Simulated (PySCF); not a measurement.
Molfile (atoms numbered from 1):
```
C4H9ClO3S
     RDKit          3D

 18 17  0  0  0  0  0  0  0  0999 V2000
    1.8876    1.0852    0.4708 C   0  0  0  0  0  0  0  0  0  0  0  0
    0.8197    0.2286    0.7589 O   0  0  0  0  0  0  0  0  0  0  0  0
    0.2048   -0.3563   -0.3574 C   0  0  1  0  0  0  0  0  0  0  0  0
    0.8476   -1.6776   -0.7437 C   0  0  0  0  0  0  0  0  0  0  0  0
   -1.2568   -0.5387    0.0155 C   0  0  0  0  0  0  0  0  0  0  0  0
   -1.9025    1.0531    0.5552 S   0  0  0  0  0  6  0  0  0  0  0  0
   -1.7702    1.2300    1.9811 O   0  0  0  0  0  0  0  0  0  0  0  0
   -1.4849    2.0677   -0.3914 O   0  0  0  0  0  0  0  0  0  0  0  0
   -3.9548    0.7007    0.1943 Cl  0  0  0  0  0  0  0  0  0  0  0  0
    1.5641    1.9272   -0.1688 H   0  0  0  0  0  0  0  0  0  0  0  0
    2.7269    0.5623   -0.0251 H   0  0  0  0  0  0  0  0  0  0  0  0
    2.2485    1.4885    1.4262 H   0  0  0  0  0  0  0  0  0  0  0  0
    0.2438    0.3438   -1.2141 H   0  0  0  0  0  0  0  0  0  0  0  0
    1.9004   -1.5202   -1.0202 H   0  0  0  0  0  0  0  0  0  0  0  0
    0.8165   -2.3791    0.1031 H   0  0  0  0  0  0  0  0  0  0  0  0
    0.3393   -2.1341   -1.6060 H   0  0  0  0  0  0  0  0  0  0  0  0
   -1.3963   -1.2164    0.8697 H   0  0  0  0  0  0  0  0  0  0  0  0
   -1.8723   -0.8556   -0.8357 H   0  0  0  0  0  0  0  0  0  0  0  0
  1  2  1  0
  2  3  1  0
  3  4  1  0
  3  5  1  0
  5  6  1  0
  6  7  2  0
  6  8  2  0
  6  9  1  0
  1 10  1  0
  1 11  1  0
  1 12  1  0
  3 13  1  6
  4 14  1  0
  4 15  1  0
  4 16  1  0
  5 17  1  0
  5 18  1  0
M  END
```

Geometry: PBE0-D3(BJ)/def2-SVP; GIAO absolute shieldings from PySCF, gas phase, non-relativistic, averaged over equivalent atoms.

At wB97X-D/pcSseg-1 (212 basis functions, 70 s wall time on 1 thread of an Intel Xeon Platinum 8259CL, shared host):
```csv
atoms,σ (ppm)
C5,102.4
C3,112.4
C1,127.1
C4,167.4
O7,-18.1
O8,12.8
O2,300.1
S6,127.4
Cl9,256.8
H17,27.81
H13,27.92
H10/H11/H12,28.12
H18,28.19
H14/H15/H16,30.28
```

Task: Estimate the result of repeating the calculation with PBE0/pcSseg-1.

Result: 
```csv
atoms,σ at PBE0/pcSseg-1,change
C5,102.9,+0.5
C3,111.6,-0.8
C1,127.3,+0.2
C4,167.9,+0.5
O7,-23.1,-5.0
O8,8.1,-4.7
O2,296.2,-3.9
S6,132.7,+5.3
Cl9,262.1,+5.3
H17,27.67,-0.14
H13,27.76,-0.16
H10/H11/H12,27.99,-0.13
H18,27.99,-0.20
H14/H15/H16,30.17,-0.11
```

The largest change is at Cl9 (chlorine bonded to S). Cost: 212 basis functions, 74 s wall time on 1 thread of an Intel Xeon Platinum 8259CL, shared host. The order of the carbon signals is the same at both levels.
